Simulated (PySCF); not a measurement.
Geometries of 3 isomers of C7H7N, from PBE0-D3(BJ)/def2-SVP geometry optimisation, gas phase in PySCF. One conformer each, no zero-point energy, no frequencies.

Problem. Which isomer lies lowest at this level?
A.
```xyz
15
angstrom
N     -1.588    2.485   -1.256
C     -1.073    1.535   -0.835
C     -0.438    0.358   -0.302
C      1.106    0.228   -0.269
C      0.893   -0.697    0.914
C     -0.377   -1.502    0.648
C     -0.926   -1.060   -0.695
C     -0.457   -0.112    1.208
H      1.576    1.172    0.038
H      1.585   -0.156   -1.184
H      1.636   -1.040    1.635
H     -0.571   -2.438    1.173
H     -0.508   -1.483   -1.623
H     -2.024   -1.109   -0.716
H     -0.911    0.308    2.104
```
B.
```xyz
15
angstrom
N      2.965   -0.590   -0.086
C      2.130    0.352    0.079
C      0.651    0.301    0.073
C     -0.058   -0.889   -0.139
C     -1.448   -0.895   -0.135
C     -2.152    0.291    0.081
C     -1.459    1.481    0.293
C     -0.066    1.484    0.288
H      2.484   -1.484   -0.240
H      2.544    1.361    0.253
H      0.483   -1.824   -0.309
H     -1.989   -1.830   -0.301
H     -3.245    0.285    0.084
H     -2.006    2.412    0.462
H      0.481    2.416    0.454
```
C.
```xyz
15
angstrom
C     -2.415    1.006    0.058
C     -1.658   -0.069   -0.188
C     -0.198   -0.156   -0.069
C      0.615    0.916    0.328
C      1.991    0.732    0.410
N      2.606   -0.418    0.130
C      1.841   -1.437   -0.247
C      0.454   -1.361   -0.362
H     -3.500    0.964   -0.062
H     -1.993    1.960    0.384
H     -2.150   -0.993   -0.512
H      0.186    1.889    0.574
H      2.634    1.564    0.720
H      2.356   -2.378   -0.474
H     -0.119   -2.236   -0.677
```

Solution. B. That is phenylmethanimine (`c1cc(ccc1)/C=N\[H]`), 6.5 kcal/mol below the next.

```csv
SMILES,atoms numbered as above,E (Eh),relative (kcal/mol),relative (kJ/mol),dipole (D)
[H]/N=C\c1ccccc1,[H]/[N:1]=[CH:2]\[c:3]1[cH:4][cH:5][cH:6][cH:7][cH:8]1,-325.08433,0.0,0.0,2.86
C=Cc1ccncc1,[CH2:1]=[CH:2][c:3]1[cH:4][cH:5][n:6][cH:7][cH:8]1,-325.07402,6.5,27.1,2.44
N#C[C@]12C[C@@H]3[C@H](C1)[C@@H]32,[N:1]#[C:2][C@:3]12[CH2:4][C@@H:5]3[C@H:6]([CH2:7]1)[C@H:8]23,-324.99679,54.9,229.8,4.20
```

As drawn, the lowest has an aromatic ring, a C=N bond and an N–H bond, which the highest lacks; the highest has a three-membered ring, a four-membered ring and a C≡N group, which the lowest lacks.
